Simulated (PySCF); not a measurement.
Si(Br)(OH)2(NH2) (BrH4NO2Si), SMILES Br[Si](O)(N)O. Atoms are numbered in the order given.

```xyz
9

N      1.9859    -0.1187    -0.9370
Si     0.4032     0.4096    -0.6033
O      0.4273     1.9625    -0.0469
O     -0.4351     0.1743    -2.0034
Br    -0.6818    -0.6758     1.0188
H      2.7100    -0.0307    -0.2339
H      2.1195    -0.9418    -1.5133
H      0.9357     2.5643    -0.6017
H     -1.3853     0.0631    -1.9032
```

The structure is a stationary point at PBE0-D3(BJ)/def2-SVP. This is a generated structure with no PubChem entry under its InChIKey; it may be hypothetical. One conformer was computed; it need not be the lowest.

Calculation: PySCF with KT2/pcSseg-1.

GIAO shieldings, no solvent; atoms listed in one row are averaged. δ = σ(ref) − σ: ¹⁵N against NH3 (σ = 266.2 ppm); ²⁹Si against TMS (σ = 361.9 ppm); ¹⁷O against H2O (σ = 330.4 ppm); ¹H against TMS (σ = 31.47 ppm), references at their B3LYP-D3(BJ)/def2-TZVP geometries, non-relativistic (without spin–orbit terms, shifts of atoms bonded to Cl or Br come out too high).

Computed chemical shifts:
| nucleus | atoms | count | δ (ppm) |
|---|---|---|---|
| ¹⁵N | N1 | 1 | 41.8 |
| ²⁹Si | Si2 | 1 | -24.7 |
| ¹⁷O | O4 | 1 | 93.2 |
| ¹⁷O | O3 | 1 | 84.0 |
| ¹H | H8, H9 | 2 | 2.22 |
| ¹H | H7 | 1 | 1.51 |
| ¹H | H6 | 1 | 1.14 |
